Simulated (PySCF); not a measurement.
Isomers C$_{7}$H$_{13}$N$_{3}$:

A. `c1nnn(CC)c1C(C)C`
B. `Cc1c(CC)nnn1CC`
C. `c1(C(C)(C)C)n(C)cnn1`

Spectrum 1. ¹³C{¹H} NMR (computed): δ 149.3 (C), 134.5 (CH), 44.4 (CH2), 28.1 (CH), 27.2 (CH3), 20.0 (CH3).

Spectrum 2. ¹³C{¹H} NMR (computed): δ 163.0 (C), 149.6 (CH), 33.9 (C), 33.5 (CH3), 30.5 (CH3).

Spectrum 3. ¹³C{¹H} NMR (computed): δ 151.9 (C), 133.0 (C), 44.8 (CH2), 23.6 (CH2), 18.6 (CH3), 18.1 (CH3), 9.9 (CH3).

Gas phase, fast rotation and ring inversion assumed for equivalent nuclei, non-relativistic Hamiltonian, one computed conformer. Coordinates at the GFN2-xTB level; shielding tensors at PBE0/pcSseg-1 (GIAO); PySCF.

Referencing at the same level of theory: ¹³C (186.93 ppm) against TMS. Shifts are as computed. Against solution values, carbons near 30 ppm lie about +3 ppm off and those near 130 ppm about +5 ppm. Of 1211 compounds with measured shifts, 218 miss one by over three times the rms of a fit or turn the order of signals round; such compounds aren't used in these exercises.

Problem. Match each spectrum to its structure.

Solution. 1–A, 2–C, 3–B.

- Spectrum 1 (A): 6 ¹³C signals; δC 44.4 is an sp3 CH2 bonded to N; δC 28.1 is an sp3 CH on an aromatic ring.
- Spectrum 2 (C): 5 ¹³C signals; δC 33.9 is a quaternary sp3 carbon on an aromatic ring; δC 33.5 is a methyl carbon bonded to N.
- Spectrum 3 (B): 7 ¹³C signals; δC 44.8 is an sp3 CH2 bonded to N; δC 23.6 is an sp3 CH2 on an aromatic ring.
